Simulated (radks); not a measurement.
The numbers below are computed, except where a source is named.
Task: Tb3+, configuration [Xe] 4f5 5d2 6s1 (not the ground configuration). Level of theory: Dirac Kohn-Sham, PBE, spin-unpolarised, spherical densities, point nucleus; open shells fill j = l - 1/2 first (a radial shooting solver on a logarithmic mesh with Libxc functionals). Some entries of the table are withheld. Estimate them.

| orbital | occ. | eigenvalue (eV) | <r> (bohr) |
|---|---|---|---|
| 1s1/2 | 2 | -51866.09 | 0.02150 |
| 2s1/2 | 2 | -8646.323 | 0.09096 |
| 2p1/2 | 2 | -8218.344 | 0.07591 |
| 2p3/2 | 4 | -7472.022 | 0.08286 |
| 3s1/2 | 2 | (1) | 0.2390 |
| 3p1/2 | 2 | -1785.449 | 0.2287 |
| 3p3/2 | 4 | -1631.480 | 0.2419 |
| 3d3/2 | 4 | -1311.520 | (2) |
| 3d5/2 | 6 | -1277.977 | (3) |
| 4s1/2 | 2 | -441.5054 | (4) |
| 4p1/2 | 2 | -368.4137 | 0.5476 |
| 4p3/2 | 4 | -333.3035 | 0.5763 |
| 4d3/2 | 4 | (5) | 0.6045 |
| 4d5/2 | 6 | (6) | 0.6143 |
| 5s1/2 | 2 | -91.6166 | 1.233 |
| 5p1/2 | 2 | -69.5173 | 1.345 |
| 5p3/2 | 4 | -63.6134 | 1.420 |
| 4f5/2 | 5 | -61.4279 | 0.7203 |
| 4f7/2 | 0 | -60.3982 | 0.7268 |
| 5d3/2 | 2 | -32.9688 | 1.836 |
| 5d5/2 | 0 | -32.2727 | 1.867 |
| 6s1/2 | 1 | -26.7132 | 2.840 |

Result: 
(1) 3s1/2 eigenvalue (eV): -1971.298
(2) 3d3/2 <r> (bohr): 0.2142
(3) 3d5/2 <r> (bohr): 0.2183
(4) 4s1/2 <r> (bohr): 0.5375
(5) 4d3/2 eigenvalue (eV): -212.6456
(6) 4d5/2 eigenvalue (eV): -206.1645
